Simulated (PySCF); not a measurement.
## Ionisation energy of Pt⁵⁸⁺ by level of theory

Pt⁵⁸⁺ [Ar] 3d2 [3d3/2^2, M_J = 2] → Pt⁵⁹⁺ [Ar] 3d1 [3d3/2^1, M_J = 3/2], as a difference of total energies. Calculation: PySCF 2.14, in an uncontracted even-tempered set (15 s from 18 bohr⁻², ratio 2.8; 12 p from 23 bohr⁻², ratio 2.8; 8 d from 23 bohr⁻², ratio 2.8; 3 f from 71 bohr⁻², ratio 3); the two-component X2C-1e Hamiltonian. Correlated levels: [Ne] frozen; the 72 highest virtual spinors dropped. "Screened" scales the spin-orbit matrix elements by Boettger's factors to mimic the two-electron term; Breit and QED terms are absent.

```csv
method,ionisation energy (eV)
GHF (spin-free),5909.5
GMP2 (spin-free),5908.9
GHF (screened spin-orbit),5962.5
GMP2 (screened spin-orbit),5962.3
```

Breit and QED terms and the two-electron picture change are absent.

The spin-free rows relax to the high-spin LS determinant and lack the spin-orbit shift.

The labels give the starting determinants; with spin-orbit coupling the two ends relaxed to ⟨J²⟩ = 6.01, ⟨L²⟩ = 10.11, ⟨S²⟩ = 1.55 and ⟨J²⟩ = 3.75, ⟨L²⟩ = 6.07, ⟨S²⟩ = 0.82.

For comparison: 5959 ± 6 eV (theoretical estimate listed by NIST; NIST Atomic Spectra Database, ionization energies).
